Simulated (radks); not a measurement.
Dipole-allowed excitations along the series with 12 electrons in [Ne] 3s2. Calculated with a radial shooting solver on a logarithmic mesh with Libxc functionals: non-relativistic Kohn-Sham, LB94 model potential, spin-polarised, spherical densities, point nucleus. Time-dependent linear response with the Hartree and adiabatic LDA kernel, continuum included through the Sternheimer equations. Lines are the poles of the dipole polarisability below minus the highest occupied eigenvalue, found on a grid refined at the orbital gaps; the lowest seven at most are given, and weak or close lines can be missed. The first line takes the name of the lowest orbital gap if no other gap lies below it; otherwise a line is named after a gap within 0.6 % of it, if that gap stands alone.

| species | -e(HOMO) (eV) | lowest orbital gap (eV) | first line (eV) | f | static alpha (bohr^3) | measured (eV) |
|---|---|---|---|---|---|---|
| Al+ | 19.181 | 3s-3p 5.935 | 7.723 (3s-3p) | 1.71 | 21.67 | 3s-3p 7.421 |
| Si2+ | 33.954 | 3s-3p 8.070 | 10.534 (3s-3p) | 1.57 | 10.75 | - |
| P3+ | 51.988 | 3s-3p 10.153 | 13.215 (3s-3p) | 1.42 | 6.260 | - |
| S4+ | 73.192 | 3s-3p 12.205 | 15.826 (3s-3p) | 1.30 | 4.011 | - |
| Cl5+ | 97.519 | 3s-3p 14.239 | 18.394 (3s-3p) | 1.19 | 2.741 | - |
| Ar6+ | 124.94 | 3s-3p 16.261 | 20.934 (3s-3p) | 1.11 | 1.964 | - |

Measured values: term averages from the NIST Handbook of Basic Atomic Spectroscopic Data.
